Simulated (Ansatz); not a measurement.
`CC[Se][SiH3]` + `[NH2][AlH2]` → `CC[NH][AlH2]` + `[SiH3][SeH]`  (substitution at a C–Se bond)

Program: Ansatz. Geometries: PBE0-D4/def2-TZVP. ΔE: electronic, gas phase. CCSD(T)/CBS adds triple-zeta CCSD(T) − MP2 to the extrapolated MP2 energy (def2 sets, frozen cores). This one scheme is used for every species. Functionals use def2-TZVPP. For Se outer-core shells are correlated without core-valence functions, which leaves a few kJ/mol of doubt a bond. Scalar relativity is left out up to krypton. Each species was taken in one conformer, which may not be the lowest.

| level | ΔE (kJ/mol) |
| --- | --- |
| CAM-B3LYP | 22.0 |
| HF/def2-SVP | 6.1 |

**Question.** What does CCSD(T)/CBS give? (Best estimate.)

**Answer.** Ansatz gave: +32.4 kJ/mol. The listed levels differ from it by -10.4, -26.3 kJ/mol.

**Question.** What do rigid-rotor, harmonic-oscillator terms from PBE0-D4/def2-TZVP frequencies (298.15 K, 1 bar) make of the CCSD(T)/CBS value? (An estimate is asked.)

**Answer.** Computed: ΔZPE = -3.6 kJ/mol, ΔH = +27.5 kJ/mol, ΔS = -2 J/(mol·K), ΔG = +28.2 kJ/mol. Modes under 50 cm⁻¹ make the entropy rough.

Largest T1 diagnostic among the species: 0.011.

At CCSD(T), def2-SVP lies −25.9 kJ/mol from the extrapolated value and def2-TZVPP −2.6 kJ/mol. Leaving LDA and LC-ωPBE aside and taking each functional with its dispersion term where it has one, the values, not all of them listed here, spread over 6.0 kJ/mol, from CAM-B3LYP-D4 to PBE-QIDH. LDA lies −6.9 kJ/mol from PBE without D4.
